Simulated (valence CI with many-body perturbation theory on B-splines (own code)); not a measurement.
**Energy levels of W69+**

Level of theory: configuration interaction combined with many-body perturbation theory (CI+MBPT): three valence electrons over a frozen Dirac-Fock core [He], a basis of 11 s, 11 p, 10 d, 8 f, 5 g, 2 h functions for each j, with the one-electron correlation potential Σ1, the two-electron term Σ2, the three-electron term Σ3, Breit, model QED; selected CI, second order for the rest, scaled by the run's own slope (own B-spline code, finite nucleus).

The last digits are not significant, and no measured levels were compared; by estimate large intervals hold to a few tenths of a per cent, small ones and those within an open d or f shell to about a per cent.

Levels 46 to 90 of 165, with energies above the lowest level, (2s^2 2p1/2) J=1/2. "Leading %" is the weight of the configuration and term that name the level; weights of strongly mixed levels are sums over their largest components and can fall short. In the jj column 3d3/2^4 stands for four electrons in 3d with j = 3/2. Lifetimes count E1, E2, E3, M1 and M2 decay at the calculated energies, and are blank where another channel may lead or the interval is too uncertain; long ones can be off by a factor of two.

```
No.  Configuration  Term    J  E (eV)  Leading %                 Leading jj  Lifetime      g
 46         2s2p3p    ⁴P  3/2   12377         46     2s 2p3/2 3p1/2 (100 %)   5.67 fs  1.620
 47         2s2p3s   ²P°  1/2   12377         90        2s 2p3/2 3s (100 %)   2.62 fs  0.825
 48         2s2p3p    ²D  5/2   12378         44     2s 2p3/2 3p1/2 (100 %)   2.20 fs  1.302
 49         2s2p3s   ²P°  3/2   12384         82         2s 2p3/2 3s (99 %)   5.31 fs  1.374
 50         2s2p3p    ²P  1/2   12466         48      2s 2p3/2 3p1/2 (99 %)   2.20 fs  1.258
 51         2s2p3p    ²D  3/2   12468         61      2s 2p3/2 3p1/2 (99 %)   3.31 fs  0.965
 52          2p²3s    ⁴P  3/2   12568         87      2p1/2 2p3/2 3s (99 %)   6.19 fs  1.645
 53          2p²3s    ²P  1/2   12578         66      2p1/2 2p3/2 3s (98 %)   3.05 fs  1.290
 54          2p²3s    ²D  5/2   12586         64      2p1/2 2p3/2 3s (99 %)   5.64 fs  1.304
 55          2p²3s    ²D  3/2   12595         64      2p1/2 2p3/2 3s (99 %)   3.22 fs  0.953
 56          2p²3p   ⁴P°  1/2   12634         49  2p1/2 2p3/2 3p1/2 (100 %)   1.23 fs  1.730
 57          2p²3p   ⁴D°  3/2   12640         55  2p1/2 2p3/2 3p1/2 (100 %)   1.22 fs  1.123
 58          2p²3p   ²F°  5/2   12653         50  2p1/2 2p3/2 3p1/2 (100 %)   1.22 fs  1.039
 59          2p²3p   ²P°  3/2   12701         43   2p1/2 2p3/2 3p1/2 (99 %)   1.41 fs  1.301
 60         2s2p3p    ⁴D  7/2   12786        100     2s 2p3/2 3p3/2 (100 %)    215 fs  1.399
 61         2s2p3p    ²P  3/2   12798         54      2s 2p3/2 3p3/2 (99 %)   2.62 fs  1.476
 62         2s2p3p    ⁴P  5/2   12818         52      2s 2p3/2 3p3/2 (99 %)   2.81 fs  1.386
 63         2s2p3p    ²S  1/2   12823         48      2s 2p3/2 3p3/2 (99 %)   1.52 fs  1.356
 64         2s2p3d   ⁴D°  5/2   12860         44      2s 2p3/2 3d3/2 (99 %)    600 as  1.215
 65         2s2p3d   ⁴D°  3/2   12866         43      2s 2p3/2 3d3/2 (99 %)    553 as  1.312
 66         2s2p3d   ⁴F°  7/2   12868         46      2s 2p3/2 3d3/2 (97 %)    640 as  1.198
 67         2s2p3d   ⁴P°  1/2   12871         82      2s 2p3/2 3d3/2 (99 %)    625 as  2.158
 68         2s2p3p    ²D  5/2   12886         72      2s 2p3/2 3p3/2 (99 %)   3.39 fs  1.252
 69         2s2p3p    ²P  3/2   12905         58     2s 2p3/2 3p3/2 (100 %)   3.70 fs  1.219
 70         2s2p3p    ²S  1/2   12909         60     2s 2p3/2 3p3/2 (100 %)   44.7 fs  1.720
 71         2s2p3d   ²D°  3/2   12947         62      2s 2p3/2 3d3/2 (87 %)    629 as  0.921
 72         2s2p3d   ²F°  5/2   12955         67      2s 2p3/2 3d3/2 (99 %)    643 as  0.923
 73         2s2p3d   ⁴F°  9/2   12956        100     2s 2p3/2 3d5/2 (100 %)   5.17 ps  1.308
 74         2s2p3d   ²P°  1/2   12965         70      2s 2p3/2 3d3/2 (97 %)    514 as  0.599
 75         2s2p3d   ²D°  5/2   12981         40      2s 2p3/2 3d5/2 (99 %)    683 as  1.304
 76         2s2p3d   ⁴D°  7/2   12988         49      2s 2p3/2 3d5/2 (97 %)    454 as  1.264
 77         2s2p3d   ²P°  3/2   13000         44      2s 2p3/2 3d5/2 (86 %)    634 as  1.142
 78         2s2p3d   ²P°  1/2   13015         84      2s 2p3/2 3d5/2 (95 %)    623 as  0.776
 79         2s2p3d   ²F°  7/2   13056         63      2s 2p3/2 3d5/2 (89 %)   1.73 fs  1.179
 80          2p²3p   ⁴D°  5/2   13068         46   2p1/2 2p3/2 3p3/2 (84 %)   1.42 fs  1.359
 81          2p²3p   ²P°  1/2   13075         37   2p1/2 2p3/2 3p3/2 (98 %)   2.04 fs  1.553
 82         2s2p3d   ²D°  5/2   13077         50      2s 2p3/2 3d5/2 (80 %)    500 as  1.190
 83         2s2p3d   ²P°  3/2   13078         50      2s 2p3/2 3d5/2 (68 %)    793 as  1.239
 84          2p²3p   ²D°  3/2   13084         24   2p1/2 2p3/2 3p3/2 (66 %)   1.22 fs  1.141
 85          2p²3p   ²F°  7/2   13090         57   2p1/2 2p3/2 3p3/2 (88 %)   2.51 fs  1.206
 86          2p²3p   ⁴S°  3/2   13106         33  2p1/2 2p3/2 3p3/2 (100 %)   2.12 fs  1.411
 87          2p²3p   ²D°  5/2   13118         63   2p1/2 2p3/2 3p3/2 (95 %)   1.83 fs  1.165
 88          2p²3d    ⁴F  3/2   13129         43  2p1/2 2p3/2 3d3/2 (100 %)   1.83 fs  0.918
 89          2p²3d    ⁴F  5/2   13130         53  2p1/2 2p3/2 3d3/2 (100 %)   4.75 fs  0.952
 90          2p²3d    ⁴D  1/2   13136         79  2p1/2 2p3/2 3d3/2 (100 %)   3.37 fs  0.247
```
